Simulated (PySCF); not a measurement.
Computed shifts of a molecule C4H10O, PySCF with PBE/pcSseg-1, GIAO, gas phase, atoms alike by connectivity averaged where their shifts nearly agree, in ppm (number of nuclei): ¹³C: 72.3 (1), 36.5 (2), 32.5 (1). ¹H: 1.49 (9), -0.16 (1). References: ¹³C against TMS (σ = 182.0 ppm); ¹⁷O against H2O (σ = 334.3 ppm); ¹H against TMS (σ = 31.49 ppm), references at their B3LYP-D3(BJ)/def2-TZVP geometries, non-relativistic. Coordinates come from a PBE0-D3(BJ)/def2-SVP optimisation. One conformer was computed; it need not be the lowest.

Pick the molecule that these values belong to.
(A) CCCOC
(B) CCCCO
(C) CC(C)(C)O
(D) CC[C@H](C)O

C, CC(C)(C)O
